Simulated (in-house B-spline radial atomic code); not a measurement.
## Ionising neutral cobalt with different functionals

Computed with a radial B-spline atomic code at the basis-set limit: four-component Dirac-Coulomb Hamiltonian, Fermi nucleus of rms radius 3.7875 fm, spin-restricted, spherical fractional occupations for the functionals. The ionisation energy is the difference of two self-consistent energies, [Ar] 3d7 4s2 → [Ar] 3d8, without Breit or QED terms; ε is the level of the shell that loses the electron (mean over j). The two configurations differ by more than the removed electron. The electron is taken from both j subshells in proportion to 2j + 1, so the result is a j average, not the step between ground levels.

Hybrids are left out here: with spherical fractional occupations of an open shell their exact exchange keeps a self-interaction that integer-occupation calculations don't have.

```tsv
method	rung	ΔSCF (eV)	-ε(4s) (eV)
LDA VWN5	LDA	6.69	5.67
relativistic LDA	LDA	6.64	5.66
LDA PW92	LDA	6.69	5.67
LDA exchange-only	LDA	6.05	4.69
PBE	GGA	6.47	5.47
PBEsol	GGA	6.42	5.49
BLYP	GGA	6.63	5.41
RPBE	GGA	6.32	5.39
PW91	GGA	6.50	5.53
BP86	GGA	6.66	5.64
AM05	GGA	6.32	5.43
OLYP	GGA	5.79	5.14
```

(1) How do they compare with the NIST value?

## Answers

(1) NIST lists 7.881 eV (measured, ground level to ground level). Errors run from -2.09 to -1.19 eV. The correlated functionals all miss on the same side by more than they spread, so the cause is common to them (Breit-QED terms, spin polarisation, the choice among j levels, multiplet and fine-structure energies, or a listed next ion that isn't the cheapest removal here) and closeness doesn't rank the functionals.
